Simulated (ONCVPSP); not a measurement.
Mn, ONCV: configuration errors across variants

* Element: manganese (Mn)
* Generator: ONCVPSP 4.0.1
* Type: optimised norm-conserving Vanderbilt (ONCV)
* Functional: LDA (Perdew-Zunger)
* Relativity: scalar-relativistic
* Frozen core: [Ne]
* Valence charge: 15
* Reference configuration: 3s2 3p6 3d5 4s2
* Partial waves: 3s+4s: rc 1.70 bohr, ncon 4, nbas 8, qcut 5.3 1/bohr, 2 projectors; 3p: rc 0.90 bohr, ncon 4, nbas 7, qcut 10.7 1/bohr, 1 projector; 3d: rc 1.80 bohr, ncon 4, nbas 9, qcut 8.5 1/bohr, 2 projectors, debl 0.7 Ha
* Local potential: polynomial inside 0.55 bohr (lpopt 5, dvloc0 0 Ha)
* Core correction: polynomial model core, fcfact 0.4

All-electron excitation energies from the reference (eV): (1) 3s2 3p6 3d5 4s1 8.654; (2) 3s2 3p6 3d5 4s0 24.531; (3) 3s2 3p6 3d4 4s0 57.342; (4) 3s2 3p5 3d5 4s2 61.895.

A true bound ghost makes a file unfit for plane-wave use even where its test errors are small: the radial tests pick states by their node count and pass the ghost by.

Errors AE − PS in meV (a dash: test not solved or not reliable):

| change | (1) | (2) | (3) | (4) | bound ghosts | GHOST(+) flags above zero |
| --- | --- | --- | --- | --- | --- | --- |
| base | +0.7 | +3.9 | +62 | -163 | none | s |
| s: qcut 3.1 | +0.8 | +5.2 | +56 | -167 | s | none |
| s: qcut 4 | +0.7 | +4.5 | +60 | -165 | none | s |
| s: qcut 4.5 | +0.7 | +4.2 | +61 | -164 | none | s |
| s: qcut 5.2 | +0.7 | +3.9 | +62 | -163 | none | s |
| s: qcut 6 | +0.7 | +3.9 | +63 | -164 | none | s |
| s: qcut 6.6 | +0.7 | +4.0 | +63 | -165 | none | s |
| s: qcut 8 | +0.7 | +4.5 | +64 | -169 | none | s |

(1) Give the same row for: s: qcut 7.2.

Answers

(1) +0.7, +4.2, +64, -167; bound ghosts: none; GHOST(+) flags above zero: s.
